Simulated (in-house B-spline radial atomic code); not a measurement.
The numbers below are computed, except where a source is named.
## Softness against transferability: the 4s channel of Rh

Rh, [Kr] 4d8 5s1, non-relativistic PBE, spherical and spin-unpolarised, from a B-spline radial code for spherical atoms (atomic units). The all-electron 4s level is ε = -2.825245 hartree, its outermost node lies just inside 0.49 bohr and its outer maximum at 0.91 bohr.

Troullier-Martins pseudo-orbitals are made for several radii. The cutoffs (hartree) are the plane-wave energies beyond which the orbital holds less than the named kinetic energy per electron. The phase error is the difference, pseudo minus all-electron, of arctan(R P'/P) at R = 1.57 bohr for all radii, half a hartree below and above the level.

| r_c (bohr) | V_l(0) (hartree) | cutoff for 10 mEh | for 1 mEh | for 0.1 mEh | phase error at ε − 0.5 (mrad) | at ε + 0.5 (mrad) |
| --- | --- | --- | --- | --- | --- | --- |
| 0.68 | -52.47 | 220 | 378 | > 450 | -20.0 | -4.5 |
| 0.79 | -13.52 | 94.7 | 186 | 364 | -5.8 | -0.9 |
| 0.91 | 5.02 | 46.1 | 90.3 | 150 | -3.3 | -0.5 |
| 1.02 | 7.35 | 45.3 | 64.5 | 111 | -3.0 | -0.4 |
| 1.14 | 4.09 | 41.6 | 59.2 | 100 | -4.5 | -0.7 |
| 1.27 | 0.78 | 33.9 | 49.2 | 82.9 | -9.7 | -1.4 |

Q: Which radius needs the lowest cutoff for 1 mEh while both phase errors stay within 5.9 mrad?

A: The radii within that limit are 0.79, 0.91, 1.02, 1.14 bohr; of these r_c = 1.14 needs the least, 59.2 hartree, that is 118 Ry or 1611 eV.

Q: What does the larger radius buy, and what does it cost?

A: From r_c = 0.68 to 1.27 bohr the cutoff for 1 mEh goes from 378 to 49.2 hartree, a factor of 7.68, against 3.49 for a pure 1/r_c² scaling, end to end; step by step it is 378, 186, 90.3, 64.5, 59.2, 49.2, and for 0.1 mEh > 450, 364, 150, 111, 100, 82.9; the number of plane waves goes as the cutoff to the power 3/2, here a factor of 21.3. The larger of the two phase errors is least at r_c = 1.02 bohr, 3.0 mrad; it is 20.0 at the smallest radius and 9.7 at the largest. These errors test the reference atom alone. The smallest radius lies well inside the outer maximum, where the nodeless form must bend sharply to keep the norm, so it is both harder and scatters less well than the next. Large radii also let the cores of neighbours overlap, which an atom doesn't show.
